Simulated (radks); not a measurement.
Problem. Coherent X-ray form factor from a spherical all-electron density. Method: Dirac Kohn-Sham, exchange-only LDA, spin-unpolarised, spherical densities, finite nucleus; Fermi nuclear charge, rms radius of each element as measured or else 0.836 A^(1/3) + 0.57 fm; computed with a radial shooting solver on a logarithmic mesh with Libxc functionals.

| sin(theta)/lambda (1/angstrom) | f0 (electrons) |
|---|---|
| 0.05 | 68.387 |
| 0.1 | 66.648 |
| 0.15 | 64.043 |
| 0.2 | 60.891 |
| 0.25 | 57.487 |
| 0.3 | 54.054 |
| 0.4 | 47.627 |
| 0.5 | 42.092 |
| 0.6 | 37.412 |
| 0.8 | 29.983 |
| 1 | 24.511 |
| 1.25 | 19.887 |
| 1.5 | 17.010 |
| 2 | 13.468 |

The species is in the configuration that NIST lists as its ground one. Which atom or ion scatters so?

Solution. The hafnium ion Hf3+, [Xe] 4f14 5d1. Extrapolating in s^2 from the first two rows gives f0(0) = 69.0, near the electron count 69; among species with that count, the fall with angle is slower the higher Z, and the table is that of Z = 72; from so few rows the species is fixed only to a neighbour or two.
